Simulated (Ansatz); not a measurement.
Consider the redistribution: `[AlH2][SiH3]` + `BCOC` → `CO[CH2][AlH][SiH3]` + BH₃.

Program: Ansatz. Geometries: PBE0-D4/def2-TZVP. ΔE: electronic, gas phase. CCSD(T)/CBS is the MP2 limit (def2-TZVPP, def2-QZVPP) plus CCSD(T) − MP2 in def2-TZVPP, frozen cores. This one scheme is used for every species. Each species was taken in one conformer, which may not be the lowest.

| species | CCSD(T)/CBS(def2) energy (Eh) |
| --- | --- |
| `[AlH2][SiH3]` | -534.06280 |
| `BCOC` | -180.23463 |
| `CO[CH2][AlH][SiH3]` | -687.73535 |
| BH₃ | -26.55200 |

Task: Work out ΔE.

Result: ΔE = (-687.73535) + (-26.55200) − (-534.06280) − (-180.23463) = 0.01008 Eh = +26.5 kJ/mol.

Largest T1 diagnostic among the species: 0.012.

The D4 term adds −7.6 kJ/mol with B3LYP and −4.6 kJ/mol with PBE0; it sums over pairs of atoms, weighted by their polarisabilities, and B3LYP, whose exchange is more repulsive, gets the larger term. In def2-TZVPP, CCSD(T) changes the Hartree–Fock value by −13.9 kJ/mol (the triples alone add −2.7 kJ/mol) and MP2 by −15.8 kJ/mol.

B3LYP here is the variant with VWN-RPA as its local correlation; programs differ in this.
